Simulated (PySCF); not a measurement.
Sn(Me)2(SMe)2, SMILES C[S][Sn]([CH3])([CH3])[S]C (C4H12S2Sn) at its GFN2-xTB optimised geometry (Å):

```
19

C     -2.3426    -1.5804    -1.8929
S     -0.5387    -1.5684    -2.0979
Sn     0.1753    -0.4879     0.0000
C     -0.5388    -1.6556     1.7511
C     -0.6129     1.6001     0.0000
S      2.6182    -0.4879     0.0000
C      3.0297    -0.4563    -1.7721
H     -2.7359    -2.0426    -2.7917
H     -2.7175    -0.5671    -1.8063
H     -2.6182    -2.1691    -1.0255
H     -1.5758    -1.4122     1.9550
H      0.0707    -1.4008     2.6097
H     -0.4425    -2.7161     1.5422
H     -0.4482     2.0499    -0.9743
H     -0.0854     2.1691     0.7566
H     -1.6735     1.5926     0.2246
H      4.0865    -0.6922    -1.8334
H      2.4496    -1.2051    -2.3000
H      2.8441     0.5328    -2.1756
```

Level of theory: PBE0/def2-SVP, def2 effective core potentials past Kr run with PySCF. The core electrons that the potentials of Sn replace are not part of the density. Cells within 0.4 Å of a nucleus heavier than hydrogen are left out (blank, or x).

Map of the HOMO−1 amplitude (bohr^(-3/2)) on the plane z = 0.0 Å; orbital energy -6.43 eV, overall sign arbitrary:

```
|5555555555555555555555555555555|
|5555555555555555555555555555555|
|5555555555555555555555555555555|
|5555555555555555555555555555555|
|5555555555555555555555555555555|
|5555555555555555555555555555555|
|5555555555555555555555555555555|
|5555555444555555555544444455555|
|5555554444455555554444444444555|
|5555544444445555544444444444445|
|555544444444xxx5444444444444444|
|5555444444444xx4444444334444444|
|5554444444444444444433333344444|
|5554444444455444444332212334444|
|5554444444555545544331000234444|
|5554444445555545554431000234444|
|555444445555544xx54443xx3344444|
|555555555554455xx45556xx6655555|
|5555555555444455545568999765555|
|5555555555444444555668998765555|
|5555555555444444455567777665555|
|5555555555444444455566666655555|
|5555555555544444445555565555555|
|5555555555544444445555555555555|
|5555555555544444444555555555555|
|5555555555544444444555555555555|
|5555555555544444444555555555555|
|5555555555554444445555555555555|
|5555555555555444455555555555555|
|5555555555555555555555555555555|
|5555555555555555555555555555555|
```
Scale: ten equal steps from -0.141 (start of '0') to 0.140 (end of '9'), in the order '0123456789'; x runs from -5.00 to 5.00, y from -5.00 (bottom) to 5.00 (top).
